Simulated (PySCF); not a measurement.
**From computed data to an observable: chemical shift, span and skew from a shielding tensor**

H₃O₄Si, SMILES [O][Si](O)(O)O (connectivity only; charge and spin as stated), charge -1, multiplicity 1. Atoms are numbered in the order given.

```xyz
8

O      0.0000     0.0000     1.6908
Si     0.0000     0.0000     0.1114
O     -1.4828     0.4253    -0.6298
O      1.1097     1.0715    -0.6298
O      0.3731    -1.4968    -0.6298
H     -2.0111     0.9135     0.0093
H      1.7966     1.2850     0.0093
H      0.2145    -2.1984     0.0093
```
Charge -1, spin multiplicity 1.

Geometry optimised at B3LYP-D3(BJ)/def2-SVPD. The spin state was assumed, not searched. The isomer is the one that the SMILES or the coordinates give; other isomers of the formula were not compared. The values are those of a single conformer.

GIAO shieldings from HF/pcSseg-1 (PySCF), non-relativistic, no solvent. The symmetric part of the tensor of Si2 has the principal values 410.1, 410.1, 553.2 ppm. The same nucleus in TMS has σ = 393.8 ppm at this level (PySCF, at its B3LYP-D3(BJ)/def2-TZVP geometry).

Problem. Work out the isotropic shielding, the ²⁹Si shift against TMS, the span and the skew.

Solution. 
σ(iso) = (σ11 + σ22 + σ33)/3 = 457.8 ppm. δ = σ(ref) − σ(iso) = 393.8 − (457.8) = -64.0 ppm.
Span Ω = σ33 − σ11 = 143.1 ppm. Skew κ = 3(σ(iso) − σ22)/Ω = 1.00, an axial tensor. Tumbling in solution averages the tensor to δ; in a static solid the shielding alone would spread this spin-1/2 line over Ω.
